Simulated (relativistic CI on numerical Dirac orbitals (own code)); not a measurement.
**Tb³⁺ (4f8) in a crystal field**

Calculated by Dirac-Coulomb-Breit CI, KLI orbitals optimised for each configuration, QED by a radiative potential, valence Slater integrals scaled by 0.7, one configuration in a parametric crystal field (own radial code).

Field parameters in Wybourne normalisation. The field is a parameter set, without covalency.

S and J are read from ⟨S²⟩ = S(S + 1) and ⟨J²⟩ = J(J + 1) of each level; they are not fictitious spins.

C2v, B20 = -440, B22 = 390, B40 = 450, B42 = -40, B44 = 400, B60 = 300, B62 = 240, B64 = 520, B66 = -520 cm⁻¹, the lowest 16 levels:

```tsv
E (cm⁻¹)	Degeneracy	S	J
0.0	1	2.94	6.00
1.1	1	2.94	6.00
1.4	1	2.94	6.00
1.9	1	2.94	6.00
90.2	1	2.94	5.99
90.7	1	2.94	5.99
169	1	2.94	5.99
207	1	2.94	5.99
246	1	2.94	5.99
310	1	2.94	6.00
322	1	2.94	6.00
363	1	2.94	5.99
365	1	2.94	6.00
2105	1	2.96	4.99
2109	1	2.96	4.99
2223	1	2.96	5.00
```

D3d, B20 = -290, B40 = 230, B43 = 1700, B60 = -300, B63 = 450, B66 = -490 cm⁻¹, the lowest 16 levels:

```
E (cm⁻¹)  Degeneracy  Irrep     S     J
     0.0           1     A1  2.94  5.98
    15.8           2      E  2.94  5.98
    69.8           2      E  2.94  5.98
     153           1     A2  2.94  5.98
     242           1     A1  2.94  5.97
     351           2      E  2.94  5.98
     397           2      E  2.94  5.98
     402           1     A2  2.94  5.98
     444           1     A1  2.94  5.99
    2176           1     A2  2.96  4.99
    2211           2      E  2.96  4.98
    2291           2      E  2.96  4.98
    2370           1     A1  2.96  5.02
    2445           2      E  2.96  5.00
    2561           2      E  2.96  4.99
    2586           1     A2  2.96  4.99
```

The next free-ion level lies 2118 cm⁻¹ above the lowest; the field splits the ground level into components whose J stays near 6 as long as their spread is small against that gap.

Levels of this model without a field, named by their leading LS term (the scale mimics covalency, so terms lie below those of the real free ion): 7F_6 0, 7F_5 2118, 7F_4 3252, 7F_3 4231, 7F_2 4896, 7F_1 5352, 7F_0 5571, 5D_4 15395 cm⁻¹.
